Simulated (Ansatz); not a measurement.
Coupled-cluster run, `C#C[SiH2]F`.

```yaml
crystal:
  periodic: [false, false, false]
  atoms:
    - {symbol: C, position_ang: [-0.327461, -1.839520, -0.638759]}
    - {symbol: C, position_ang: [-0.122713, -0.715474, -0.253383]}
    - {symbol: Si, position_ang: [0.207811, 0.960740, 0.364021]}
    - {symbol: F, position_ang: [-0.411777, 2.024184, -0.651169]}
    - {symbol: H, position_ang: [-0.510663, -2.832014, -0.983144]}
    - {symbol: H, position_ang: [-0.440934, 1.145990, 1.679525]}
    - {symbol: H, position_ang: [1.666836, 1.187993, 0.437111]}
basis:
  gaussian: {orbitals: cc-pV(D+d)Z}
correlation: {method: ccsd_t}
```

```sh
$ ansatz run in.yaml --threads 2 --pin off --events-out ev --progress --plain --max-ram 32768MiB --backend cpu
```

The program prints (abridged):

```
Functional definition: HF
781 factors; integrals over basis functions are off by at most 1.1e-3 eV
mean field evaluation 1: about -12674.5173 eV, gradient 3.0e1 eV
mean field evaluation 2: about -12674.6469 eV, gradient 3.0e1 eV
mean field evaluation 4: about -12676.9373 eV, gradient 3.0e0 eV
mean field evaluation 8: about -12676.9701 eV, gradient 1.2e-1 eV
mean field -12676.97014705 eV, -465.8700601451 hartree, gradient 1.4e-6 eV, S^2 0.000000; 0 other end points of the search recorded, 0 dependent functions left out
8 core orbitals not correlated: weight in the atoms' cores, before any rotation towards them, 1.000 or more for the frozen orbitals, at most 0.000 for the correlated occupied ones
reference -12676.97014705 eV, -465.8700601451 hartree; 11, 11 occupied and 61, 61 virtual orbitals, 781 factors
second order -14.45180157 eV of doubles, -0.00000000 eV of singles
cycle   1  -14.69926165 eV  change   -2.5e-1 eV  update   9.7e-2
cycle   2  -15.12785243 eV  change   -4.3e-1 eV  update   3.0e-2
cycle   3  -15.23721134 eV  change   -1.1e-1 eV  update   1.5e-2
cycle   4  -15.23856936 eV  change   -1.4e-3 eV  update   4.3e-3
cycle   5  -15.24055961 eV  change   -2.0e-3 eV  update   1.8e-3
cycle   6  -15.24154978 eV  change   -9.9e-4 eV  update   5.0e-4
cycle   7  -15.24166553 eV  change   -1.2e-4 eV  update   1.8e-4
cycle   8  -15.24169787 eV  change   -3.2e-5 eV  update   4.6e-5
cycle   9  -15.24171673 eV  change   -1.9e-5 eV  update   1.7e-5
perturbative correction -0.46972200 eV, -0.0172619652 hartree
Total energy: -12692.68158578 eV, -466.4474448688 hartree
```

Hardware: 2 threads of a server CPU on a shared host. Wall time 4.5 s, peak host memory 0.39 GiB.

Correlation energy per correlated electron: -0.714 eV. T1 diagnostic: 0.0124.
